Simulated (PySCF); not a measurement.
`COC1=CC=CB1`, C₅H₇BO

Geometry:
| atom | x (Å) | y (Å) | z (Å) |
| --- | --- | --- | --- |
| C1 | -1.763 | 0.452 | 0.069 |
| O2 | -0.669 | -0.328 | -0.341 |
| C3 | 0.557 | 0.192 | -0.215 |
| C4 | 1.687 | -0.456 | -0.572 |
| C5 | 2.865 | 0.411 | -0.296 |
| C6 | 2.563 | 1.623 | 0.236 |
| B7 | 1.022 | 1.641 | 0.358 |
| H8 | -2.664 | -0.146 | -0.113 |
| H9 | -1.836 | 1.391 | -0.505 |
| H10 | -1.710 | 0.698 | 1.143 |
| H11 | 1.751 | -1.459 | -0.998 |
| H12 | 3.880 | 0.060 | -0.520 |
| H13 | 3.312 | 2.372 | 0.494 |
| H14 | 0.299 | 2.513 | 0.776 |

Level of theory: quadratic response CAM-B3LYP/def2-TZVPD first hyperpolarisability, Taylor convention, gas phase in PySCF 2.14.0. Geometry: PBE0-D3(BJ)/def2-SVP.

Give the tensor of the second harmonic β(−2ω;ω,ω) at 1907 nm in the axes of these coordinates.

In au, Taylor convention; rows are the first index (the induced dipole):
|  | xx | yy | zz | xy | xz | yz |
| --- | --- | --- | --- | --- | --- | --- |
| x | -581.8 | -188.8 | -51.6 | -369.9 | -117.5 | -36.2 |
| y | -295.6 | -128.6 | -40.6 | -153.7 | -31.9 | -5.0 |
| z | -85.5 | -4.6 | -43.5 | -25.9 | -39.3 | -35.0 |

Norm of βᵢ = ⅓ Σⱼ (βᵢⱼⱼ + βⱼᵢⱼ + βⱼⱼᵢ): 953.9 au, hyper-Rayleigh value 387.7 au.
